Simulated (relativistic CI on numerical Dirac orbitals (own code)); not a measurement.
# As+: what numerical and physical settings do to a radial Dirac CI calculation

Reference input:

```
atom As  Z=33  charge=1  electrons=32
nucleus A=75  rms_radius_fm=4.0968
hamiltonian dirac-coulomb  breit=on  qed=on  c_scale=1
orbitals kli  potential=per-configuration
slater_scale 1
correlation none
mixing on
grid step=0.0125 r_max=100.6
scf mixing=0.4 start=green max_iterations=150 tolerance=2e-08 node_fill=0.05
configurations
  [Ar] 3d10 4s2 4p2
  [Ar] 3d10 4s 4p3
  [Ar] 3d10 4s2 4p 4d
  [Ar] 3d10 4s2 4p 4f
  [Ar] 3d10 4s2 4p 5s
end
```

Computed lowest total energy -2257.38684 Ha, first excitation 1001.0 cm⁻¹, 58 SCF steps. Runs with settings changed; * marks those that are bad on purpose:

| Changed | Outcome | Lowest level | ΔE (Ha) | First excitation (cm⁻¹) | SCF steps | Message |
| --- | --- | --- | --- | --- | --- | --- |
| Slater scale 0.5 | converged | 4s2 4p2 3P_0 | 0.0114 | 1151.1 | 58 |  |
| Breit term off | converged | 4s2 4p2 3P_0 | -1.06 | 1027.4 | 58 |  |
| QED terms off, nuclear radius 4.5065 fm, node fill of the KLI weights 0.2 | converged | 4s2 4p2 3P_0 | -0.701 | 1028.5 | 58 |  |
| grid step 0.04, SCF mixing 0.05, end of the grid at 50.3 bohr | converged | 4s2 4p2 3P_0 | 0.000289 | 1001.0 | 71 |  |
| node fill of the KLI weights 5 * | converged | 4s2 4p2 3P_0 | 0.333 | 1259.1 | 61 |  |
| iteration limit 2 * | not converged |  |  |  | 2 | SCF of 1s2 2s2 2p6 3s2 3p6 3d10 4s2 4p2 did not converge |

With so few configurations and no correlation, terms lie too far apart (by 10 to 50 % near neutrality), their order can be wrong, and levels of other configurations are missing.
